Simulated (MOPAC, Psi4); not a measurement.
Two rigid molecules brought together: C2H6 ··· O2S (SMILES CC and O=S=O). Monomers: optimised at B3LYP-D3(BJ) (def2-TZVP), held rigid. Orientation: lowest of the rigid-body minima from ten starts at GFN2-xTB. The monomers approach along the line of their centres of mass (distance R); nothing else relaxes.

- PM3, restricted, heats of formation (MOPAC)
- SAPT0/jun-cc-pVDZ, frozen core (Psi4)

Interaction energies in kcal/mol:

```json
[
 {"R / Å": "2.74", "PM3": "21.05"},
 {"R / Å": "2.93", "PM3": "12.56"},
 {"R / Å": "3.15", "PM3": "6.68"},
 {"R / Å": "3.34", "PM3": "3.84"},
 {"R / Å": "3.51", "PM3": "2.41"},
 {"R / Å": "3.70", "PM3": "1.51"},
 {"R / Å": "4.02", "PM3": "0.76"},
 {"R / Å": "4.32", "PM3": "0.43"},
 {"R / Å": "4.83", "PM3": "0.18"},
 {"R / Å": "5.53", "PM3": "0.07"},
 {"R / Å": "6.52", "PM3": "0.02"},
 {"R / Å": "7.86", "PM3": "0.01"}
]
```

Question: What does SAPT0/jun-cc-pVDZ give at the same points?

Answer: 2.74: 18.17; 2.93: 9.53; 3.15: 4.04; 3.34: 1.59; 3.51: 0.43; 3.70: -0.22; 4.02: -0.53; 4.32: -0.49; 4.83: -0.30; 5.53: -0.14; 6.52: -0.05; 7.86: -0.01 (kcal/mol).
